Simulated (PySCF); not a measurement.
# Bi⁺ (bismuth, charge +1) across methods

[Xe] 4f14 5d10 6s1 6p2 7s1, high-spin 5P determinant (an excited configuration). Computed with PySCF 2.14 in aug-cc-pVTZ-PP with one added diffuse shell each of d, f type with ECP60MDF (6s5p5d3f, 67 functions), with a scalar-relativistic core potential.

```
 method  E (hartree)  mean ε 6s α (eV)  mean ε 6p α (eV)  mean ε 7s α (eV)  Σ⟨r²⟩ (bohr²)   ⟨S²⟩
   MN15    -213.2257           -30.188           -17.468            -7.421          74.45  6.002
  B97-3    -213.7059           -28.672           -16.582            -7.154          74.53  6.001
   PW91    -213.7742           -27.014           -15.578            -6.819          73.64  6.002
    LDA    -213.3601           -27.238           -15.652            -6.924          73.62  6.001
wB97M-V    -213.6193           -31.299           -18.975            -8.374          74.70  6.002
    PBE    -213.6948           -26.943           -15.518            -6.791          73.82  6.002
    UHF   -212.73892           -33.188           -19.710            -8.089          76.85  6.005
   PBE0    -213.6817           -28.733           -16.711            -7.196          74.33  6.002
 r2SCAN    -213.7721           -27.701           -16.029            -6.754          74.59  6.004
```

Energies and moments cover only the electrons outside the core potential. Spin-orbit coupling is strong in this species (close to jj coupling), so the high-spin LS determinant is a model state, not a physical level. The outer electron is Rydberg-like, and this basis confines it to a smaller radius and binds it less than a complete one would.
